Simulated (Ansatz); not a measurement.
Born–Oppenheimer molecular dynamics of CH$_{9}$AlN$_{2}$O (14 atoms, charge 0, multiplicity 1). It starts from a rough guess of a transition structure, not a stationary point.

All numbers below come from UKS PBE0-D4/6-31G (Ansatz).

```yaml
ensemble: NVE (velocity Verlet)
time_step: 0.5 fs
steps_asked: 115
starting_velocities_drawn_for: 600 K
seed: 251532
```

Frames 0.5 fs apart, positions in Å, forces in eV/Å.

Velocities at 50 fs (Å/ps):

```
Al -2.17 -7.36 -4.31
O 3.43 -8.30 0.47
C -11.10 12.67 -0.01
N -3.12 4.26 3.27
N 0.65 -0.60 2.82
H 81.92 28.94 -1.88
H 100.11 66.13 -3.52
H -11.60 -17.16 10.46
H 2.66 -3.29 3.66
H -1.39 15.78 17.35
H -18.13 17.96 -3.31
H 36.10 23.16 -17.32
H 2.89 -15.61 11.33
H -22.24 10.91 6.58
```

```xyz
14
Properties=species:S:1:pos:R:3:forces:R:3 time_fs=50 energy_less_start_eV=-0.859 T=1156
Al -0.524 0.568 -0.173 -1.30 1.81 -0.41
O 0.466 -0.750 -0.078 0.90 -1.33 0.95
C 1.183 -1.786 0.600 0.58 0.93 -2.48
N -0.748 1.466 -1.722 0.41 0.04 -0.14
N -1.713 0.910 1.119 0.42 0.01 -0.43
H 2.849 1.385 0.142 0.79 2.36 -0.28
H 3.126 2.178 0.056 -0.84 -2.39 0.27
H 1.538 -2.402 -0.248 0.31 -0.19 0.65
H 2.056 -1.309 1.084 -0.43 -0.67 0.36
H 0.539 -2.407 1.196 -0.18 -0.08 0.86
H -0.241 2.268 -2.132 -0.81 -1.14 0.25
H -1.303 0.870 -2.343 0.37 0.96 -0.46
H -1.719 0.298 1.905 -0.38 -0.11 0.79
H -2.411 1.640 1.124 0.16 -0.18 0.05
14
Properties=species:S:1:pos:R:3:forces:R:3 time_fs=50.5 energy_less_start_eV=-0.851 T=1151
Al -0.525 0.564 -0.175 -1.29 1.79 -0.37
O 0.468 -0.755 -0.077 0.69 -1.01 0.81
C 1.177 -1.779 0.599 0.80 0.54 -2.31
N -0.750 1.468 -1.720 0.66 0.34 -0.05
N -1.713 0.909 1.120 0.10 0.09 -0.13
H 2.891 1.402 0.140 0.88 2.58 -0.30
H 3.175 2.208 0.054 -0.93 -2.61 0.29
H 1.532 -2.411 -0.242 0.28 -0.11 0.71
H 2.057 -1.311 1.086 -0.48 -0.65 0.31
H 0.539 -2.400 1.206 -0.17 -0.04 0.82
H -0.251 2.275 -2.133 -0.77 -1.15 0.36
H -1.284 0.882 -2.352 0.09 0.64 -0.66
H -1.718 0.290 1.912 -0.39 0.16 0.46
H -2.422 1.645 1.127 0.53 -0.57 0.05
14
Properties=species:S:1:pos:R:3:forces:R:3 time_fs=51 energy_less_start_eV=-0.871 T=1164
Al -0.526 0.560 -0.178 -1.28 1.76 -0.33
O 0.470 -0.759 -0.077 0.45 -0.67 0.65
C 1.172 -1.773 0.599 0.96 0.10 -2.04
N -0.751 1.470 -1.718 0.83 0.54 0.09
N -1.712 0.909 1.122 -0.16 0.09 0.17
H 2.935 1.425 0.138 0.90 2.60 -0.29
H 3.222 2.232 0.053 -0.95 -2.63 0.29
H 1.527 -2.420 -0.235 0.25 -0.05 0.74
H 2.057 -1.315 1.089 -0.49 -0.61 0.26
H 0.537 -2.392 1.218 -0.12 0.04 0.72
H -0.263 2.280 -2.134 -0.66 -1.04 0.43
H -1.265 0.897 -2.363 -0.17 0.31 -0.85
H -1.718 0.282 1.920 -0.38 0.43 0.13
H -2.432 1.649 1.131 0.82 -0.87 0.04
14
Properties=species:S:1:pos:R:3:forces:R:3 time_fs=51.5 energy_less_start_eV=-0.921 T=1196
Al -0.527 0.557 -0.180 -1.27 1.71 -0.30
O 0.471 -0.764 -0.076 0.21 -0.29 0.46
C 1.167 -1.766 0.598 1.07 -0.40 -1.70
N -0.752 1.473 -1.717 0.90 0.61 0.24
N -1.712 0.909 1.123 -0.33 0.02 0.45
H 2.981 1.455 0.136 0.85 2.43 -0.27
H 3.267 2.250 0.053 -0.89 -2.46 0.26
H 1.523 -2.429 -0.225 0.22 0.00 0.74
H 2.055 -1.321 1.093 -0.48 -0.54 0.22
H 0.536 -2.384 1.231 -0.05 0.13 0.59
H -0.276 2.283 -2.133 -0.49 -0.82 0.46
H -1.247 0.912 -2.376 -0.40 0.01 -1.01
H -1.719 0.276 1.928 -0.37 0.67 -0.18
H -2.439 1.651 1.135 1.02 -1.06 0.03
14
Properties=species:S:1:pos:R:3:forces:R:3 time_fs=52 energy_less_start_eV=-0.993 T=1241
Al -0.529 0.554 -0.182 -1.26 1.64 -0.26
O 0.473 -0.768 -0.076 -0.05 0.10 0.26
C 1.162 -1.760 0.596 1.15 -0.93 -1.28
N -0.753 1.475 -1.715 0.85 0.50 0.35
N -1.712 0.908 1.124 -0.41 -0.10 0.67
H 3.029 1.491 0.132 0.73 2.05 -0.22
H 3.309 2.261 0.054 -0.76 -2.08 0.22
H 1.520 -2.439 -0.214 0.20 0.03 0.71
H 2.053 -1.327 1.097 -0.44 -0.45 0.19
H 0.534 -2.376 1.246 0.02 0.24 0.43
H -0.291 2.283 -2.131 -0.26 -0.49 0.44
H -1.230 0.927 -2.391 -0.55 -0.23 -1.08
H -1.721 0.271 1.935 -0.34 0.85 -0.44
H -2.445 1.650 1.138 1.12 -1.14 0.01
14
Properties=species:S:1:pos:R:3:forces:R:3 time_fs=52.5 energy_less_start_eV=-1.068 T=1288
Al -0.530 0.551 -0.184 -1.24 1.57 -0.23
O 0.475 -0.773 -0.075 -0.32 0.51 0.03
C 1.157 -1.753 0.594 1.21 -1.47 -0.81
N -0.754 1.478 -1.713 0.67 0.22 0.38
N -1.711 0.908 1.126 -0.40 -0.26 0.83
H 3.079 1.531 0.129 0.46 1.30 -0.14
H 3.350 2.268 0.055 -0.49 -1.32 0.14
H 1.516 -2.448 -0.201 0.18 0.04 0.65
H 2.049 -1.335 1.102 -0.37 -0.34 0.17
H 0.532 -2.367 1.262 0.10 0.34 0.25
H -0.306 2.282 -2.129 0.00 -0.08 0.38
H -1.214 0.941 -2.409 -0.61 -0.38 -1.03
H -1.723 0.268 1.942 -0.31 0.97 -0.62
H -2.447 1.647 1.142 1.12 -1.12 -0.01
14
Properties=species:S:1:pos:R:3:forces:R:3 time_fs=53 energy_less_start_eV=-1.105 T=1310
Al -0.532 0.548 -0.187 -1.23 1.49 -0.19
O 0.477 -0.777 -0.074 -0.59 0.93 -0.22
C 1.153 -1.748 0.593 1.27 -2.00 -0.29
N -0.755 1.480 -1.711 0.39 -0.20 0.30
N -1.711 0.908 1.128 -0.30 -0.45 0.90
H 3.130 1.575 0.124 0.02 0.08 -0.02
H 3.389 2.272 0.057 -0.05 -0.10 0.02
H 1.514 -2.457 -0.186 0.16 0.04 0.57
H 2.044 -1.344 1.107 -0.28 -0.21 0.15
H 0.531 -2.358 1.278 0.17 0.44 0.08
H -0.321 2.281 -2.125 0.27 0.38 0.30
H -1.199 0.955 -2.429 -0.58 -0.43 -0.84
H -1.727 0.267 1.947 -0.27 1.02 -0.72
H -2.447 1.641 1.145 1.02 -0.99 -0.04
14
Properties=species:S:1:pos:R:3:forces:R:3 time_fs=53.5 energy_less_start_eV=-1.072 T=1288
Al -0.534 0.545 -0.189 -1.21 1.41 -0.15
O 0.479 -0.781 -0.074 -0.86 1.35 -0.48
C 1.149 -1.742 0.591 1.32 -2.51 0.24
N -0.756 1.483 -1.710 0.06 -0.69 0.10
N -1.711 0.907 1.130 -0.10 -0.67 0.88
H 3.181 1.618 0.120 -0.59 -1.54 0.14
H 3.428 2.275 0.058 0.56 1.52 -0.14
H 1.511 -2.466 -0.171 0.14 0.03 0.46
H 2.039 -1.353 1.112 -0.18 -0.08 0.14
H 0.530 -2.347 1.295 0.21 0.50 -0.09
H -0.336 2.281 -2.121 0.53 0.83 0.22
H -1.186 0.967 -2.451 -0.47 -0.39 -0.53
H -1.730 0.269 1.950 -0.23 0.99 -0.73
H -2.444 1.632 1.149 0.82 -0.75 -0.07
14
Properties=species:S:1:pos:R:3:forces:R:3 time_fs=54 energy_less_start_eV=-0.972 T=1227
Al -0.536 0.543 -0.191 -1.20 1.33 -0.10
O 0.481 -0.786 -0.073 -1.11 1.76 -0.75
C 1.145 -1.737 0.589 1.38 -2.97 0.77
N -0.757 1.485 -1.708 -0.26 -1.16 -0.21
N -1.711 0.907 1.132 0.18 -0.90 0.78
H 3.231 1.658 0.116 -1.24 -3.23 0.29
H 3.469 2.282 0.059 1.22 3.21 -0.29
H 1.509 -2.475 -0.154 0.12 0.00 0.34
H 2.033 -1.363 1.118 -0.07 0.05 0.13
H 0.529 -2.336 1.311 0.23 0.55 -0.24
H -0.349 2.283 -2.116 0.72 1.21 0.17
H -1.174 0.979 -2.475 -0.33 -0.31 -0.13
H -1.735 0.274 1.952 -0.17 0.89 -0.66
H -2.440 1.622 1.152 0.53 -0.43 -0.10
14
Properties=species:S:1:pos:R:3:forces:R:3 time_fs=54.5 energy_less_start_eV=-0.874 T=1167
Al -0.538 0.540 -0.194 -1.18 1.24 -0.05
O 0.482 -0.789 -0.073 -1.35 2.15 -1.01
C 1.141 -1.732 0.587 1.46 -3.37 1.30
N -0.758 1.487 -1.706 -0.52 -1.50 -0.62
N -1.711 0.906 1.134 0.53 -1.13 0.60
H 3.278 1.691 0.113 -1.66 -4.25 0.37
H 3.513 2.297 0.060 1.63 4.24 -0.37
H 1.508 -2.484 -0.136 0.10 -0.04 0.21
H 2.028 -1.372 1.124 0.04 0.19 0.12
H 0.529 -2.322 1.327 0.23 0.56 -0.36
H -0.361 2.288 -2.111 0.84 1.45 0.17
H -1.163 0.990 -2.499 -0.17 -0.20 0.29
H -1.740 0.280 1.952 -0.12 0.71 -0.50
H -2.434 1.610 1.155 0.17 -0.03 -0.14
14
Properties=species:S:1:pos:R:3:forces:R:3 time_fs=55 energy_less_start_eV=-0.855 T=1154
Al -0.540 0.538 -0.196 -1.17 1.16 0.01
O 0.484 -0.793 -0.073 -1.57 2.49 -1.27
C 1.138 -1.728 0.585 1.54 -3.71 1.79
N -0.759 1.489 -1.704 -0.67 -1.66 -1.08
N -1.711 0.905 1.136 0.91 -1.33 0.34
H 3.320 1.713 0.111 -1.58 -4.00 0.33
H 3.560 2.322 0.059 1.56 3.98 -0.33
H 1.506 -2.493 -0.117 0.09 -0.08 0.07
H 2.022 -1.381 1.130 0.14 0.31 0.10
H 0.530 -2.308 1.342 0.20 0.54 -0.46
H -0.370 2.296 -2.105 0.85 1.51 0.24
H -1.152 1.000 -2.522 -0.03 -0.09 0.70
H -1.745 0.288 1.951 -0.07 0.47 -0.26
H -2.428 1.599 1.158 -0.23 0.39 -0.18
14
Properties=species:S:1:pos:R:3:forces:R:3 time_fs=55.5 energy_less_start_eV=-0.898 T=1178
Al -0.542 0.536 -0.199 -1.15 1.08 0.07
O 0.485 -0.796 -0.073 -1.75 2.79 -1.51
C 1.135 -1.725 0.584 1.64 -3.96 2.24
N -0.760 1.491 -1.703 -0.70 -1.60 -1.57
N -1.710 0.904 1.138 1.28 -1.45 0.03
H 3.359 1.725 0.109 -1.06 -2.63 0.21
H 3.611 2.356 0.058 1.04 2.61 -0.21
H 1.505 -2.502 -0.099 0.07 -0.12 -0.06
H 2.016 -1.389 1.137 0.24 0.42 0.07
H 0.531 -2.292 1.356 0.15 0.50 -0.52
H -0.378 2.308 -2.099 0.77 1.37 0.38
H -1.141 1.011 -2.543 0.09 0.00 1.05
H -1.750 0.297 1.949 -0.02 0.19 0.05
H -2.422 1.589 1.161 -0.61 0.80 -0.22
```

Of the whole run (58 fs, mean temperature of the second half 1108 K): The conserved energy stayed within 0.52 meV per atom of its start (net change 0.25 meV per atom), so the integration is sound. The kinetic energy rose, since the run started high on the potential surface and went downhill. It ends in pieces (CH7AlN2O + H2), so much of that is their flight and rotation, not heat. A run of 0.058 ps of so small a system gives no equilibrium averages. The orbitals were unrestricted but ended closed-shell. Limits of this set-up: no polarisation functions.

Time of the run: 21 min on 1 thread of Arm Neoverse N1 (shared host), peak memory 0.21 GiB.
